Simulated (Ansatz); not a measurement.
F3In, triplet, at a GFN2-xTB geometry (such geometries of metal compounds can be far from the true shape) (a higher spin typed on purpose: for a closed-shell molecule this is an excited state) (all electrons, no relativity); PBE/STO-3G in Ansatz (a quantum-chemistry and plane-wave program).

Input for Ansatz:
Ansatz 0.2 input:
```yaml
crystal:
  periodic: [false, false, false]
  atoms:
    - {symbol: In, position_ang: [-0.00000000, -0.00000000, -0.00000000]}
    - {symbol: F, position_ang: [-1.99079778, -1.21099599, 0.03539377]}
    - {symbol: F, position_ang: [0.01794243, 2.18957193, -0.79780488]}
    - {symbol: F, position_ang: [1.97285535, -0.97857595, 0.76241111]}
basis:
  gaussian:
    orbitals: STO-3G
    point_charges:
      - {charge: 0.5, position_ang: [2.3948, -0.4387, 4.7419]}
hamiltonian:
  xc: pbe
magnetization: {spin_polarized: true, initial_magnetization: 2}
```

**Question.** Predict the main parts of the log of this Ansatz run.

**Answer.** 
```
Functional definition: PBE
573 factors; integrals over basis functions are off by at most 2.9e-5 eV
mean field evaluation 1: about -162673.2442 eV, gradient 4.0e1 eV
mean field evaluation 2: about -162513.0406 eV, gradient 1.3e2 eV
mean field evaluation 4: about -162577.1648 eV, gradient 1.3e2 eV
mean field evaluation 8: about -162696.2238 eV, gradient 4.2e-1 eV
mean field evaluation 16: about -162696.1843 eV, gradient 2.4e-5 eV
mean field evaluation 32: about -162692.3207 eV, gradient 1.6e1 eV
mean field evaluation 64: about -162696.0617 eV, gradient 2.6e0 eV
mean field evaluation 96: about -162696.1227 eV, gradient 1.9e-1 eV
mean field evaluation 128: about -162696.1851 eV, gradient 1.1e-4 eV
mean field evaluation 160: about -162692.9660 eV, gradient 6.3e0 eV
mean field evaluation 192: about -162694.3524 eV, gradient 3.5e0 eV
mean field evaluation 224: about -162696.0439 eV, gradient 3.3e0 eV
mean field -162696.18510444 eV, -5978.9745231531 hartree, gradient 2.6e-6 eV, S^2 2.004643; 20 other end points of the search recorded, 0 dependent functions left out
reference -162696.18512053 eV, -5978.9745237444 hartree; 39, 37 occupied and 3, 5 virtual orbitals, 573 factors
Total energy: -162696.18512053 eV, -5978.9745237444 hartree
```
